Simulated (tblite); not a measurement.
Species: C₆H₇F₂O (doublet state).
Z-matrix (Å and degrees, GFN2-xTB geometry), rows numbered from 1:
```
F 
C   1  1.3793
C   2  1.5263  1  108.98
C   3  1.5394  2  109.78  1   171.83
F   4  1.3714  3  109.26  2   173.47
C   4  1.4928  3  108.88  2    51.39
O   6  1.3598  4  123.57  3    50.35
C   7  1.4282  6   62.86  4  -114.22
C   8  1.5155  6  119.83  7  -102.37
H   2  1.0993  1  105.78  3   118.55
H   3  1.0911  2  110.19  1    51.10
H   3  1.0923  2  109.99  1   -68.76
H   4  1.0987  3  111.30  2   -69.30
H   8  1.0838  6  118.92  7   100.87
H   9  1.0897  2  109.94  1   -67.90
H   9  1.0935  2  108.58  1    50.34
```

Computed values, GFN2-xTB/tblite, gas phase, harmonic and unscaled. Against measured fundamentals such values can be off by several per cent, at times by over 20. One conformer, not necessarily the lowest. Open shells enter through the occupations alone, without spin polarisation, and single modes of such species can be off by tens of per cent.

Harmonic wavenumbers (cm⁻¹): 89.7, 148.4, 207.6, 274.3, 342.7, 393.2, 406.6, 434.8, 475.1, 596.1, 634.2, 823.5, 876.2, 908.6, 929.0, 982.7, 1016.0, 1027.1, 1059.1, 1059.9, 1064.7, 1108.0, 1133.2, 1149.5, 1200.4, 1238.8, 1261.4, 1273.5, 1278.5, 1298.2, 1316.7, 1327.9, 1453.3, 1465.6, 1515.8, 2895.6, 2905.5, 2977.6, 2993.2, 2997.3, 3014.3, 3037.6.

A = 2440, B = 1478, C = 1013 MHz; mass 133.046 u (most abundant isotopes); point group C1, symmetry number 1; spin multiplicity 2.

What is the zero-point energy?

Half the sum of the wavenumbers: 26296 cm⁻¹ = 75.18 kcal/mol.

What is S at 298.15 K and 1 bar for an ideal gas of classical rigid rotors and harmonic oscillators?

Translation 40.60, rotation 28.87, vibration 17.08, spin (R ln 2) 1.38: S = 87.9 cal/(mol K).

And Cp and H(298.15 K) − H(0)?

Cp = 31.05 cal/(mol K), of which vibrations give 23.10 (their classical limit is 42 R = 83.5); H(298.15 K) − H(0) = 5.40 kcal/mol without the zero-point energy, 3.03 from vibrations.

How do the functions run with temperature in this model?

| T (K) | S (cal/(mol K)) | Cp (cal/(mol K)) | H − H(0) (kcal/mol) | G − H(0) (kcal/mol) | ln q(vib) |
| --- | --- | --- | --- | --- | --- |
| 50 | 57.4 | 9.9 | 0.43 | -2.44 | 0.10 |
| 100 | 65.4 | 13.7 | 1.01 | -5.53 | 0.54 |
| 373.15 | 95.7 | 38.1 | 7.99 | -27.70 | 4.81 |
| 500 | 108.3 | 48.5 | 13.52 | -40.64 | 7.19 |
| 750 | 130.9 | 62.4 | 27.54 | -70.62 | 12.04 |
| 1000 | 150.1 | 70.8 | 44.27 | -105.80 | 16.75 |

q(vib) and H(0) count from the zero-point level.

Blend soft modes into free rotors: weight 1/[1 + (100 cm⁻¹/ν̃)⁴] for the oscillator and the rest for a rotor with moment μB/(μ + B), μ = h/(8π²ν), B = 10⁻⁴⁴ kg m². What vibrational entropy results?

16.63 cal/(mol K) in place of 17.08, which changes −T·S at 298.15 K by +0.13 kcal/mol.

What must be added to the electronic energy to get the Gibbs energy at 298.15 K and 1 bar?

ZPE + [H(298.15 K) − H(0)] − T·S = 75.18 + 5.40 − 26.21 = 54.37 kcal/mol.

Hindered rotation and anharmonicity are outside this model. Other conformers, if any are populated, would add a mixing term that is left out. The structure is chiral; the term R ln 2 for an equal mix with its mirror image is left out.

The run took 1.4 s of wall time on an Intel Xeon at 2.50 GHz with one thread (shared host). The figure is for the frequency step alone.
